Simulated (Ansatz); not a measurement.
Geometry optimisation, Ansatz 0.2.0, RKS PBE0-D4/def2-SVP.

Input file:

```yaml
crystal:
  periodic: [false, false, false]
  atoms:
    - { symbol: Al, position_ang: [-0.0741, 0.2479, 0.4803] }
    - { symbol: Si, position_ang: [1.3852, -2.0341, 0.5043] }
    - { symbol: O, position_ang: [-0.5819, 0.6519, -1.0634] }
    - { symbol: Si, position_ang: [-1.0032, 1.0482, -2.5895] }
    - { symbol: C, position_ang: [-1.0704, 0.8712, 2.0728] }
    - { symbol: H, position_ang: [1.6144, -0.1718, 0.3936] }
    - { symbol: H, position_ang: [1.8551, 0.7796, 0.3377] }
    - { symbol: H, position_ang: [0.5009, -3.2019, 0.7104] }
    - { symbol: H, position_ang: [2.1722, -2.4307, -0.6838] }
    - { symbol: H, position_ang: [2.3754, -2.1997, 1.5979] }
    - { symbol: H, position_ang: [-2.1724, 1.923, -2.4865] }
    - { symbol: H, position_ang: [0.1429, 1.7374, -3.1806] }
    - { symbol: H, position_ang: [-1.3176, -0.2036, -3.2769] }
    - { symbol: H, position_ang: [-2.0767, 1.2042, 1.7921] }
    - { symbol: H, position_ang: [-0.5795, 1.7062, 2.5799] }
    - { symbol: H, position_ang: [-1.1703, 0.0724, 2.8117] }
basis:
  gaussian: { orbitals: def2-SVP }
hamiltonian:
  xc: pbe0
  dispersion: d4
relax:
  f_tol: 0.15
  max_steps: 25
  restrain:
    - { distance: [0, 6], at: 2.82, k: 30.0 }
    - { distance: [5, 1], at: 2.72, k: 30.0 }
    - { distance: [0, 1], at: 2.32, k: 30.0 }
    - { distance: [5, 6], at: 0.62, k: 30.0 }
```

Command:

```bash
$ ansatz run input.yaml --threads 4 --pin off --max-ram 5120MiB --backend cpu --events-out ev --progress --plain --runs-dir out
```

Task: Where does it end, and by what steps?

Result: The run converged. The restraints hold the end off the free minimum. After 12 steps the energy has fallen by 1.221 eV (the restraints' own energy left out); H6 moved furthest, 0.85 Å. Parted: Al1–H6 (1.74 → 2.59 Å). Joined: H6–H7 (0.98 → 0.70 Å).

```
step  energy less start (eV)  largest force component (eV/Å)  accepted
   0                  0.0000                           1.748       yes
   1                 -0.4190                           1.524       yes
   2                 -0.5759                           2.345       yes
   3                 -0.6152                           3.399       yes
   4                 -1.0400                           3.161       yes
   5                 -1.1304                           3.158       yes
   6                 -1.1789                           2.833       yes
   7                 -1.1986                           2.741       yes
   8                 -1.2166                           2.525       yes
   9                 -1.2416                           2.059        no
  10                 -1.2334                           2.255       yes
  11                 -1.2383                           2.118        no
  12                 -1.2206                           2.533       yes
```

```xyz
16
Properties=species:S:1:pos:R:3
Al -0.303 -0.160 0.486
Si 1.082 -2.061 0.502
O -0.747 0.466 -1.040
Si -1.041 0.936 -2.589
C -0.980 0.739 2.079
H 2.221 0.415 0.527
H 2.209 1.119 0.507
H 0.334 -3.362 0.555
H 1.968 -2.113 -0.708
H 1.990 -2.043 1.699
H -2.241 1.825 -2.646
H 0.133 1.687 -3.133
H -1.291 -0.253 -3.462
H -1.943 1.238 1.883
H -0.275 1.520 2.414
H -1.114 0.047 2.926
```

Run time: 60 s on 4 threads of Arm Neoverse N1 (shared host), peak memory 0.36 GiB.
